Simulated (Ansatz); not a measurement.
What each rung costs, and what it gives

Saddle point of SiH₂OF₄, closed shell (SiF₄ ([F][Si]([F])([F])[F]) + H₂O → SiHOF₃ ([OH][Si]([F])([F])[F]) + HF; bonds formed: Si1–O7, F2–H6; bonds broken: Si1–F2, H6–O7), PBE0-D4/def2-TZVP structure:

```
8
angstrom
Si -0.4882 -0.1627 -0.3271
F 0.4567 -1.3216 0.8192
F 0.0150 -1.0418 -1.5354
F -1.8246 -0.5820 0.3855
F -0.9869 1.1187 -1.1475
H 0.9939 -0.2671 0.9879
O 0.6585 0.7748 0.6062
H 1.1756 1.4817 0.2111
```

Barriers are electronic and count from the start structure reached by relaxing down the imaginary mode.

Computed with Ansatz 0.2.0 (basis: as named in each row); correlated methods freeze the cores. B3LYP uses VWN-RPA correlation. Extrapolation: Hartree–Fock as exp(−7.88 √X), correlation as X^−2.97.

Times are rough, for one single point on 8 threads of a shared host (Arm Neoverse V1).

The estimate by CCSD(T) at an estimated basis limit (MP2 extrapolated from triple and quadruple zeta, plus CCSD(T) − MP2 in triple zeta) is 126.4 kJ/mol.

| method | basis | time (s) | barrier (kJ/mol) | method less estimate |
| --- | --- | --- | --- | --- |
| HF | STO-3G | under 1 | 93.1 | -33.3 |
| PBE-D4 | STO-3G | under 1 | -67.5 | -193.9 |
| SPW92 | def2-SVP | under 1 | 21.3 | -105.1 |
| PBE-D4 | def2-SVP | under 1 | 66.4 | -60.0 |
| B3LYP-D4 | 6-31G | under 1 | 45.3 | -81.1 |
| PBE0-D4 | def2-SVP | under 1 | 78.7 | -47.8 |
| SPW92 | def2-TZVPP | under 1 | 58.3 | -68.1 |
| PBE-D4 | def2-TZVPP | 1 | 100.9 | -25.5 |
| BLYP-D4 | def2-TZVPP | 1 | 119.9 | -6.5 |
| PBE0-D4 | def2-TZVPP | 1 | 111.0 | -15.5 |
| B3LYP-D4 | def2-TZVPP | 1 | 124.3 | -2.1 |
| BHLYP-D4 | def2-TZVPP | 1 | 135.6 | 9.2 |
| CAM-B3LYP-D4 | def2-TZVPP | 2 | 116.8 | -9.6 |
| wB97M-V | def2-SVP | 2 | 82.7 | -43.7 |
| r2SCAN-D4 | def2-TZVPP | 2 | 108.7 | -17.7 |
| r2SCAN0-D4 | def2-TZVPP | 2 | 115.2 | -11.2 |
| B2PLYP | def2-TZVPP | 3 | 125.0 | -1.5 |
| PBE-QIDH | def2-TZVPP | 3 | 117.5 | -9.0 |
| RPA on PBE | def2-TZVPP | 3 | 126.6 | 0.1 |
| CCSD(T) | def2-SVP | 3 | 110.0 | -16.5 |
| wB97X-V | def2-TZVPP | 3 | 117.7 | -8.7 |
| wB97M-V | def2-TZVPP | 4 | 116.3 | -10.1 |
| B97M-V | def2-TZVPP | 4 | 128.5 | 2.0 |
| MP2 | def2-QZVPP | 9 | 123.2 | -3.2 |
| CCSD(T) | def2-TZVPP | 100 | 126.2 | -0.2 |

All methods are single points on the PBE0-D4 structures; a negative value means that the method puts the saddle structure below the start.

T1 diagnostic: at most 0.012.

The step is the kind of ligand exchange by which a precursor binds to a hydroxyl group, or is hydrolysed, in atomic layer deposition of oxides.

Labels in which every atom is bracketed show which atoms are joined, not bond orders.
